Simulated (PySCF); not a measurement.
# Orbital picture of CsB

r²SCAN0 at R = 3.184 Å; basis Cs def2-SVP with ECP46, B def2-SVP; scalar-relativistic core potentials; PySCF 2.14. State: ³Π (triplet), unpaired electrons σ ↑, π ↑. Only the outer orbitals are listed, counted within each symmetry, core potentials removing the inner ones.

```csv
spin,orbital,occ.,ε (eV),on Cs (%),main shells (%)
α,2σ,1,-30.08,100,100 Cs s
α,1π,1,-15.46,100,100 Cs p
α,1π,1,-15.43,100,100 Cs p
α,3σ,1,-15.30,98,98 Cs p
α,4σ,1,-8.94,5,95 B s
α,5σ,1,-3.13,24,"76 B p, 18 Cs s"
α,2π,1,-3.11,13,"87 B p, 9 Cs d"
α,6σ,0,-1.05,88,"72 Cs s, 14 Cs p, 12 B p"
α,2π,0,-0.53,39,"61 B p, 22 Cs p, 18 Cs d"
α,3π,0,-0.01,100,"84 Cs p, 15 Cs d"
β,2σ,1,-30.03,100,100 Cs s
β,1π,1,-15.44,100,100 Cs p
β,1π,1,-15.39,100,100 Cs p
β,3σ,1,-15.17,99,99 Cs p
β,4σ,1,-6.56,6,93 B s
β,5σ,0,-0.76,98,"78 Cs s, 20 Cs p"
β,2π,0,-0.04,35,"65 B p, 22 Cs p, 13 Cs d"
β,2π,0,0.37,97,89 Cs p
```

Task: Which are the highest filled and the lowest empty level, where do they sit, and how wide is the gap?

Result: Highest filled α 2π at -3.11 eV (in %: 87 B p, 9 Cs d); lowest empty α 6σ at -1.05 eV (in %: 72 Cs s, 14 Cs p, 12 B p); the gap at r²SCAN0 is 2.06 eV.

| Quantity | Value |
| --- | --- |
| bond order (Mayer) | 0.73 |
| ⟨S²⟩ | 2.005 |
| charge on Cs (Mulliken, basis-dependent) | 0.55 |
| charge on Cs (Löwdin, basis-dependent) | 0.34 |
| dipole moment (positive dipole means Cs(−)B(+)) | -9.23 D |

Spin–orbit coupling is left out. The state is the lowest determinant that a PBE0 search found; another state may lie lower at other levels.
